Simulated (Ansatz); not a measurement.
The cluster Al4P3⁺. Charge 1, multiplicity 1. Geometry PBE-D4/def2-SVP, basis def2-TZVP, Ansatz.

```tsv
atom	x (Å)	y (Å)	z (Å)
Al1	1.327	-0.689	-1.156
Al2	-0.872	1.618	0.434
Al3	-0.801	-2.251	2.172
Al4	1.567	1.967	-0.693
P5	-0.760	0.515	-1.795
P6	-1.075	-0.924	-0.153
P7	0.614	-0.235	1.192
```

```tsv
run	HOMO (eV)	LUMO (eV)
A	-11.73	-5.60
B	-9.42	-7.94
C	-9.83	-7.38
D	-10.17	-7.37
E	-10.07	-7.34
F	-9.24	-7.89
```

B3LYP takes the VWN-RPA correlation. Another isomer (singlet) lies 0.58 eV lower at PBE0-D4/def2-TZVP; other spin states weren't run for this one.

**Question.** The runs used B3LYP, PBE, PBE0, r2SCAN, r2SCAN0, ωB97M-V. Estimate which is which.

**Answer.** A ωB97M-V (range-separated); B r2SCAN (0 % exact exchange); C B3LYP (20 % exact exchange); D r2SCAN0 (25 % exact exchange); E PBE0 (25 % exact exchange); F PBE (0 % exact exchange). Exact exchange lowers occupied and raises empty levels; among semilocal functionals meta-GGAs tend to open the gap a little, and such runs are hard to tell apart. The gap grows from 1.35 eV (PBE) to 6.13 eV (ωB97M-V). The restricted singlet is unstable towards broken spin symmetry in Hartree–Fock (as tested in another run); at ωB97M-V/def2-TZVP, r2SCAN-D4/def2-TZVP, B3LYP-D4/def2-TZVP, r2SCAN0-D4/def2-TZVP and others this wasn't settled.
